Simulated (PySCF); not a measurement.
## Dipole response of Mg²⁺ (magnesium, charge +2)

[Ne], closed-shell 1S. Computed with PySCF 2.14 in dyall-av3z, with no relativity, point nucleus. Coupled (time-dependent) response in atomic units; α is the mean over directions.

```tsv
method	mean α (bohr³)	C₆ (like pair)	S(−4)
UHF	0.4698	0.5589	0.05221
PBE	0.5131	0.6224	0.06776
PBE0	0.4993	0.6023	0.06241
wB97X-V	0.5047	0.6103	0.06451
PW91	0.5118	0.6200	0.06748
```

S(−4) is the Cauchy moment in α(ω) = α(0) + S(−4) ω² + …

α(iu) at wB97X-V:

| u (hartree) | α(iu) (bohr³) |
| --- | --- |
| 0 | 0.5047 |
| 0.0500 | 0.5046 |
| 0.100 | 0.5041 |
| 0.200 | 0.5022 |
| 0.300 | 0.4990 |
| 0.500 | 0.4893 |
| 0.750 | 0.4718 |
| 1.00 | 0.4499 |
| 1.50 | 0.3997 |
| 2.00 | 0.3492 |
| 3.00 | 0.2631 |
| 5.00 | 0.1559 |

For an ion, C₆ is the dispersion term alone; charge-induced terms of lower order in 1/R come first.
